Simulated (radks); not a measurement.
Ionisation ladder of phosphorus, from P XII to P XV. Each ion is in the ground configuration listed by NIST, and IE = E(next ion) - E(this ion), with E = 0 for the bare nucleus. Calculated with a radial shooting solver on a logarithmic mesh with Libxc functionals: Dirac Kohn-Sham, PBEsol, spin-unpolarised, spherical densities, finite nucleus; Fermi nuclear charge, rms radius 3.1889 fm.

| species | configuration | IE, Delta-SCF (eV) | <r> HOMO (bohr) | IE, NIST (eV) | kind | error (eV) |
|---|---|---|---|---|---|---|
| P XII | [He] 2s2 | 560.71 | 0.444 | 560.6 | semi-emp. | +0.1 |
| P XIII | [He] 2s1 | 608.09 | 0.436 | 611.74 | theory | -3.7 |
| P XIV | [He] | 2832.2 | 0.102 | 2816.9 | theory | +15.3 |
| P XV | 1s1 | 3041.7 | 0.100 | 3069.8 | theory | -28.1 |

Reference values: NIST Atomic Spectra Database (exp. = measured, semi-emp. = semi-empirical, theory = theoretical value adopted there). The ionisation energy per charge of the ion left behind rises most, in proportion, at P XIV ([He]), from 46.776 to 202.30 eV. Spin polarisation and multiplet splitting are left out, so open shells lie too high by an amount that depends on their filling.

Beside tabulated values, note that spin-unpolarised runs miss the spin-polarisation part of the exchange energy of open shells.
